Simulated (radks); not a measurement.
Results of a calculation; reference values are marked as such.
Pm+, 60 electrons, occupied as [Kr] 4d10 4f5 5s2 5p5.75 6s1.25 (fractional occupations, a model configuration). Code: a radial shooting solver on a logarithmic mesh with Libxc functionals. Model: Dirac Kohn-Sham, BLYP, spin-unpolarised, spherical densities, point nucleus; open shells are shared between the two j in proportion to 2j + 1.

X-ray form factor f0, the Fourier transform of the density (f0(0) = 60):

| sin(theta)/lambda (1/angstrom) | f0 (electrons) |
|---|---|
| 0.05 | 58.921 |
| 0.1 | 56.274 |
| 0.15 | 53.008 |
| 0.2 | 49.612 |
| 0.25 | 46.278 |
| 0.3 | 43.132 |
| 0.4 | 37.667 |
| 0.5 | 33.245 |
| 0.6 | 29.573 |
| 0.8 | 23.823 |
| 1 | 19.880 |
| 1.25 | 16.752 |
| 1.5 | 14.542 |
| 2 | 10.772 |
